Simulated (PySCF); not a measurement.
Two-component Hartree-Fock for Cd²⁸⁺ (cadmium, charge +28)

Start: [Ar] 3d2; 3d3/2 filled at m_j = +1/2, +3/2. Calculated with PySCF 2.14 in an even-tempered Gaussian basis (16 s from 4.3 bohr⁻², ratio 2.8; 12 p from 5.6 bohr⁻², ratio 2.8; 8 d from 5.6 bohr⁻², ratio 2.8; 3 f from 18 bohr⁻², ratio 3): generalised Hartree-Fock with the X2C-1e Hamiltonian and a Gaussian nucleus; one run each with spin-orbit coupling (SO) switched off, then screened by Boettger's factors.

```csv
spinor shell,electrons,"ε, spin-free (eV)","ε, screened SO (eV)",weight of nominal j (screened SO),"rms radius, screened SO (bohr)"
1s1/2,2,-28139.6,-28136.9,1.000,0.0348
2s1/2,2,-5337.6,-5336.4,1.000,0.141
2p1/2,2,-4918.4,-5056.8,1.000,0.122
2p3/2,4,-4918.4,-4853.6,1.000,0.127
3s1/2,2,-1866.5,-1866.1,1.000,0.354
3p1/2,2,-1721.9,-1758.0,0.990,0.344
3p3/2,4,-1721.9,-1704.7,0.995,0.353
3d3/2,2,-1556.7,-1560.3,0.974,0.311
```

```json
{"quantity": "E (hartree)", "spin-free": "-5066.79766", "screened SO": "-5068.25665"}
{"quantity": "M_J", "spin-free": "2", "screened SO": "2"}
{"quantity": "⟨J²⟩", "spin-free": "8.001", "screened SO": "6.165"}
{"quantity": "⟨L²⟩", "spin-free": "12.001", "screened SO": "10.826"}
{"quantity": "⟨S²⟩", "spin-free": "2.000", "screened SO": "1.651"}
```

Each row is a mean over spinors that exchange with the open shell spreads, by up to 18.752 eV (3p1/2).

⟨J²⟩ departs a little from M_J(M_J + 1) because the unrestricted spinors polarise the closed shells.

Breit and QED terms are absent; they matter most for the inner s and p1/2 levels.

Densities and radii are taken from the X2C orbitals without a picture-change correction, which distorts them close to the nucleus.

Without spin-orbit coupling the j labels of p, d and f shells carry no meaning; the spin-free column gives the mean over the occupied spinors of each nl shell, and its ⟨J²⟩ belongs to a mixture of degenerate components.
